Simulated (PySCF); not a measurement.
# Reading the logs of faulty runs: AlBO2

These are calculations, not measurements. The program is PySCF 2.14.0, an open-source quantum chemistry code, run on an isolated molecule that a program drew, which may never have been made. The molecule is AlBO2 (charge 0, singlet), drawn as the SMILES string `O=B[O][Al]`.

Each row is a Hartree-Fock (HF) and frozen-core CCSD(T) single point in the cc-pV(D+d)Z basis, meant for a local HF minimum. Run 1 is clean. Each other run has one planted mistake out of seven kinds, and not every kind appears here: one electron removed, one electron added, multiplicity raised by two, geometry at a saddle point, minimal basis STO-3G, one bond length entered in bohr, all coordinates scaled. The reference is restricted for singlets and unrestricted otherwise, and also for a bond in bohr. Adding or removing an electron swaps singlet and doublet. Electrons count all cores. HOMO and LUMO are orbital energies over both spins, the gradient is its largest component, and the lowest frequency (negative if imaginary) is given only where the gradient is small. Bond lengths are over the 3 bonds as drawn. T1 is the CCSD diagnostic: over 0.02 (restricted) or 0.045 (unrestricted) a single reference is doubtful.

Geometry of the clean run:
```xyz
4
AlBO2, angstrom
O    -0.3293    0.9467    0.5456
B    -0.3943   -0.1131   -0.0119
O    -0.4647   -1.2611   -0.6159
Al   -0.5584   -2.7948   -1.4234
```

```
run  electrons  basis functions  <S^2>  HOMO (eV)  LUMO (eV)  gradient (hartree/bohr)  lowest frequency (cm^-1)  mean bond (Å)  longest bond (Å)      T1  HF (hartree)  CCSD(T) (hartree)                     mistake
  1         34               65  0.000      -9.69       0.82                  1.2e-05                        63         1.4114             1.736  0.0186    -416.49448         -416.99948                    no fault
  2         34               24  0.000      -6.14       9.19                  2.8e-02                         -         1.4114             1.736  0.0224    -411.18869         -411.39270        minimal basis STO-3G
  3         33               65  0.752     -16.84      -8.48                  7.7e-02                         -         1.4114             1.736  0.0234    -416.16218         -416.63641        one electron removed
  4         34               65  2.001      -7.08      -1.12                  9.1e-03                         -         1.4114             1.736  0.0189    -416.40656         -416.87822  multiplicity raised by two
  5         34               65  0.000      -8.88      -1.60                  7.7e-02                         -         1.9262             3.280  0.0249    -416.35695         -416.85942                           ?
```

**Which mistake was planted in run 5, and what did it cost?**

The mean bond changes by a factor of 1.365 and the longest by 1.889, so the molecule wasn't scaled as a whole. A length L in bohr read as angstrom grows by (1/0.5292 - 1) L = 0.890 L. The 3 bonds together grew by 3 x 0.5148 = 1.544 Å, which gives L = 1.736 Å. That is bond O3-Al4, 1.736 Å in the clean geometry. So the mistake is: one bond length entered in bohr. Subtracting run 1 and multiplying by 627.51 kcal/mol a hartree, the energy moved by 86.3 kcal/mol in HF and 87.9 kcal/mol in CCSD(T).

Cautions from the logs. Run 2: T1 is over the limit, so its CCSD(T) energy is less reliable.
